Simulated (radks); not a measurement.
Results of a calculation; reference values are marked as such.
Task: Species: Ho. Configuration: [Xe] 4f11 6s2. Level of theory: Dirac Kohn-Sham, LDA (Slater exchange, Perdew-Wang correlation), spin-unpolarised, spherical densities, finite nucleus; open shells are shared between the two j in proportion to 2j + 1; Fermi nuclear charge, rms radius 5.2022 fm (a radial shooting solver on a logarithmic mesh with Libxc functionals). Some entries of the table are withheld. Estimate them.

| orbital | occ. | eigenvalue (eV) | <1/r> (bohr^-1) |
|---|---|---|---|
| 1s1/2 | 2 | -55373.22 | 75.97 |
| 2s1/2 | 2 | -9258.529 | 18.24 |
| 2p1/2 | 2 | -8816.524 | 18.22 |
| 2p3/2 | 4 | -7960.603 | 15.88 |
| 3s1/2 | 2 | -2067.263 | 6.666 |
| 3p1/2 | 2 | -1873.155 | 6.587 |
| 3p3/2 | 4 | -1694.449 | 5.989 |
| 3d3/2 | 4 | -1359.953 | 5.875 |
| 3d5/2 | 6 | -1320.867 | 5.728 |
| 4s1/2 | 2 | -407.7372 | 2.792 |
| 4p1/2 | 2 | (1) | 2.685 |
| 4p3/2 | 4 | (2) | 2.477 |
| 4d3/2 | 4 | -163.1001 | (3) |
| 4d5/2 | 6 | -155.7915 | (4) |
| 5s1/2 | 2 | (5) | 1.046 |
| 5p1/2 | 2 | -29.6076 | 0.9145 |
| 5p3/2 | 4 | -24.5478 | 0.8386 |
| 6s1/2 | 2 | -3.9415 | 0.3137 |
| 4f5/2 | 4.71429 | -3.9116 | (6) |
| 4f7/2 | 6.28571 | -2.9321 | (7) |

Result: 
(1) 4p1/2 eigenvalue (eV): -330.6430
(2) 4p3/2 eigenvalue (eV): -290.3636
(3) 4d3/2 <1/r> (bohr^-1): 2.256
(4) 4d5/2 <1/r> (bohr^-1): 2.205
(5) 5s1/2 eigenvalue (eV): -50.4301
(6) 4f5/2 <1/r> (bohr^-1): 1.614
(7) 4f7/2 <1/r> (bohr^-1): 1.585
